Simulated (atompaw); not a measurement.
Ta (Z = 73): one change to a PAW (atompaw) potential, before and after

Ta, PAW, made with atompaw 4.2.0.5 (PBE, scalar-relativistic). Core [Xe] 4f14, reference 5d3 6s2 6p0. Waves: 6s (bound): rc 3.00 bohr; 6s channel at 4.25 Ry: rc 3.00 bohr; 6p (bound, empty): rc 3.00 bohr; 6p channel at 3.25 Ry: rc 3.00 bohr; 5d (bound): rc 2.70 bohr; 5d channel at 0.2 Ry: rc 2.70 bohr; 5f channel at -0.2 Ry: rc 3.00 bohr. Local part: troulliermartins scheme with l = 4 at 0 Ry, radius 2.70 bohr. Core correction: smooth core density matched at 1.80 bohr. Augmentation charge: besselshape compensation charge, radius 2.30 bohr; PAW radius 3.00 bohr; waves and projectors: custom polynom2 7 10 vanderbiltortho.

Change: augmentation besselshape compensation charge, radius 2.30 bohr; PAW radius 3.00 bohr; waves and projectors: custom rrkj gramschmidtortho.

Cutoffs: the cutoffs (Ry, on a coarse ladder) from which the occupation-weighted sum of valence levels, in a spherical-Bessel basis at the reference potential, stays within 10 and 1 mRy of its value at 400 Ry; they do not see the model core or the augmentation charge, which bear on the density cutoff.

What does the change do?

The potential gets softer (25 Ry and 45 Ry → 12 Ry and 15 Ry); the bound ghosts move from f to s; the range in which the s phases agree widens (upper end 1.9 → at the end of the scan); the range in which the d phases agree widens (upper end 1.9 → at the end of the scan).

```csv
quantity,base,changed
"cutoff, loose",25 Ry,12 Ry
"cutoff, tight",45 Ry,15 Ry
loose cutoff by channel (10 mRy a level),"s 6 Ry, d 15 Ry","s 6 Ry, d 12 Ry"
bound ghosts,f,s
s: phases at 3.02 bohr within 0.05 rad from the reference energy up to (Ry; the scan ends near 5),1.9,to the end of the scan
p: phases at 3.02 bohr within 0.05 rad from the reference energy up to (Ry; the scan ends near 5),4.0,3.8
d: phases at 3.02 bohr within 0.05 rad from the reference energy up to (Ry; the scan ends near 5),1.9,to the end of the scan
f: phases at 3.02 bohr within 0.05 rad from the reference energy up to (Ry; the scan ends near 5),0.7,4.6
lowest overlap eigenvalue by channel,"s 0.68, p 0.97, d 0.92, f 1.00","s 0.01, p 0.85, d 1.00, f 1.00"
```

 A true bound ghost makes a file unfit for plane-wave use even where its test errors are small: the radial tests pick states by their node count and pass the ghost by. The cutoffs see the waves, projectors and local potential, not the compensation charge or the core.
